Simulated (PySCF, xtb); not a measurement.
C₅H₆Si, SMILES C#C[SiH](C#C)C.

Harmonic wavenumbers (cm⁻¹) from GFN2-xTB in xtb at its own minimum, in rising order: 80, 112, 121, 124, 214, 259, 290, 304, 600, 612, 618, 674, 679, 680, 684, 703, 770, 838, 840, 1377, 1489, 1490, 2177, 2208, 2211, 3034, 3034, 3039, 3352, 3352.

**Question.** What does PySCF 2.14.0 with PBE-D3(BJ)/def2-SVP give at its own minimum? (An estimate is asked for; the answer gives what the named calculation found.)

**Answer.** 91, 134, 135, 159, 237, 300, 344, 381, 562, 639, 669, 694, 694, 700, 701, 726, 741, 828, 863, 1212, 1377, 1381, 2086, 2087, 2169, 2982, 3087, 3091, 3390, 3391. Paired by order, the mean absolute difference is 47 cm⁻¹ and the zero-point energies are 51.4 and 51.3 kcal/mol.
